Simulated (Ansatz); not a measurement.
Geometry optimisation, Ansatz 0.2.0, RKS PBE0-D4/def2-SVP.

The input (input.yaml):

```yaml
crystal:
  periodic: [false, false, false]
  atoms:
    - { symbol: Ge, position_ang: [0.0, 0.0, 0.0] }
    - { symbol: F, position_ang: [0.0, 0.0, 1.68] }
    - { symbol: Cl, position_ang: [2.0935, 0.0, -0.7393] }
    - { symbol: O, position_ang: [-0.8337, 1.4443, -0.5894] }
    - { symbol: H, position_ang: [-1.7915, 1.2136, -0.8118] }
    - { symbol: H, position_ang: [-0.73, -1.2648, -0.5162] }
basis:
  gaussian: { orbitals: def2-SVP }
hamiltonian:
  xc: pbe0
  dispersion: d4
relax:
  f_tol: 0.02
  max_steps: 40
```

Run as:

```bash
$ ansatz run input.yaml --threads 2 --pin off --max-ram 3072MiB --backend cpu --events-out ev --progress --plain --runs-dir out
```

Problem. Where does it end, and by what steps?

Solution. The forces met the threshold. The force dipped under the threshold on the way, but the program's further checks kept it going. After 25 steps the energy has fallen by 0.306 eV; H5 moved furthest, 1.02 Å.

```tsv
step	energy less start (eV)	largest force component (eV/Å)	accepted
0	0.0000	2.504	yes
1	-0.1537	0.769	yes
2	-0.1896	0.353	yes
3	-0.1929	0.597	yes
4	-0.1990	0.226	yes
5	-0.1991	0.363	yes
6	-0.1991	0.368	yes
7	-0.1991	0.370	yes
8	-0.1598	2.154	no
9	-0.2064	0.298	yes
10	-0.2121	0.038	yes
11	-0.2191	0.143	yes
12	-0.2203	0.473	yes
13	-0.2243	0.257	yes
14	-0.2409	0.194	yes
15	-0.2359	0.530	no
16	-0.2463	0.208	yes
17	-0.2484	0.762	yes
18	-0.2676	0.607	yes
19	-0.2965	0.247	yes
20	-0.2943	0.727	no
21	-0.3016	0.148	yes
22	-0.3051	0.016	yes
23	-0.3052	0.211	yes
24	-0.3047	0.088	no
25	-0.3057	0.009	yes
```

```xyz
6
Properties=species:S:1:pos:R:3
Ge -0.126 -0.178 -0.097
F -0.195 -0.061 1.628
Cl 1.877 0.368 -0.612
O -1.265 0.962 -0.773
H -1.057 1.885 -0.583
H -0.496 -1.583 -0.540
```

Whether the end is a true minimum wasn't checked by a vibrational analysis.

Run time: 56 s on 2 threads of Arm Neoverse V2, with other jobs on the host, peak memory 0.18 GiB.
